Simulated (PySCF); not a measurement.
Computed IR spectrum (relative IR intensity) of a molecule C2H6Cl2Si. Geometry optimised at r2SCAN-D4/def2-SVP. Other conformers were not sampled. Computed with r2SCAN-D4/def2-SVP (PySCF 2.14.0). Frequencies are harmonic and unscaled.

ν (cm⁻¹): 234 (w), 470 (m), 554 (s), 691 (m), 805 (s), 832 (vs), 855 (s), 1259 (m), 1263 (w), 1416 (vw), 1424 (vw), 1430 (w) (against the strongest line: vs over 80 %, s over 45 %, m over 15 %, w over 4 %, vw less)

Question: Which structure fits?
A) C[Si](C)(Cl)Cl
B) ClCC[SiH2]Cl
C) CC[SiH](Cl)Cl
D) [SiH3]CC(Cl)Cl

Answer: A, C[Si](C)(Cl)Cl
